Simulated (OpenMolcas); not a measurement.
## How the cost of ROMP2 grows with the basis: HSe

HSe: 2 atoms, total charge 0, spin state doublet. As SMILES, `[SeH]`. The Se1–H2 distance was set to 1.839 Å, away from the relaxed value.

ROMP2, 9 core orbitals frozen, energy, OpenMolcas 26.06, on 1 thread of Arm Neoverse V2, shared host. N is the number of basis functions, t the processor time.

```
      basis    N  t (s)   ln N   ln t
    cc-pVTZ   57    3.6  4.043  1.281
aug-cc-pVTZ   82    8.2  4.407  2.104
    cc-pVQZ   98     15  4.585  2.708
aug-cc-pVQZ  139      ?  4.934      ?
```

**Question.** Fit t = C·Nᵖ to the known rows and estimate the time in aug-cc-pVQZ.

**Answer.** 
1. Means of the 3 rows: ln N = 4.34500, ln t = 2.0310.
2. Σ(Δln N)² = 0.15265, Σ(Δln N·Δln t) = 0.39351, so the slope is 0.39351/0.15265 = 2.5779.
3. Intercept: 2.0310 − (2.5779) × 4.34500 = -9.1700. The largest residual of the fit is 0.087.
4. ln t = -9.1700 + 2.5779 × 4.934, so t ≈ 35 s.

The run took 50 s, so the estimate is too short by a factor of about 1.4. The fitted power is 2.6, with the electron count fixed. Fixed start-up costs flatten the line at the short runs, so it runs low for the long one.
